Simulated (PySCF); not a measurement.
**Cr(2+) (chromium, charge +2) across methods**

[Ar] 3d3 4p1, one real determinant (an excited configuration). Calculation: PySCF 2.14, in aug-cc-pwCVTZ-DK with one added diffuse shell each of s, p, d, f, g type (11s10p8d5f4g, 152 functions); the spin-free X2C one-electron Hamiltonian (Gaussian nucleus).

```csv
method,E (hartree),mean ε 3p β (eV),mean ε 3d α (eV),mean ε 4p α (eV),Σ⟨r²⟩ (bohr²),⟨S²⟩
PBE,-1049.240,-71.788,-31.118,-16.612,23.43,6.000
r2SCAN,-1049.454,-72.658,-31.813,-16.643,23.43,6.001
PBE0,-1049.276,-74.782,-33.694,-17.244,23.50,6.001
UHF,-1048.47798,-82.243,-40.748,-18.689,24.02,6.003
LDA,-1047.128,-71.888,-31.157,-16.641,23.35,6.000
```

⟨L²⟩ = 14.01 against 20 for a pure G term, so this real determinant mixes terms.
